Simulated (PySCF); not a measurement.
C2H7NOSi2, SMILES C1(=N[SiH2]O[SiH2]1)C. The structure is a stationary point at PBE-D3(BJ)/def2-SVP. The structure was generated by enumeration, and PubChem lists no compound with its InChIKey, so it may never have been made.

Computed equilibrium geometry at PBE-D3(BJ)/def2-SVP (PySCF confirms it by a frequency run) as Cartesian coordinates in Å, and its point group:
point group Cs.
```xyz
13

C      0.6594    -2.5267     0.0000
C      0.3891    -1.0492     0.0000
N      1.3457    -0.1787     0.0000
Si     0.7787     1.5108     0.0000
O     -0.9150     1.3528     0.0000
Si    -1.3953    -0.2693     0.0000
H      0.1931    -3.0041     0.8888
H      0.1931    -3.0041    -0.8888
H      1.7487    -2.7260     0.0000
H      1.2546     2.2220     1.2308
H      1.2546     2.2220    -1.2308
H     -2.2007    -0.6029     1.2258
H     -2.2007    -0.6029    -1.2258
```
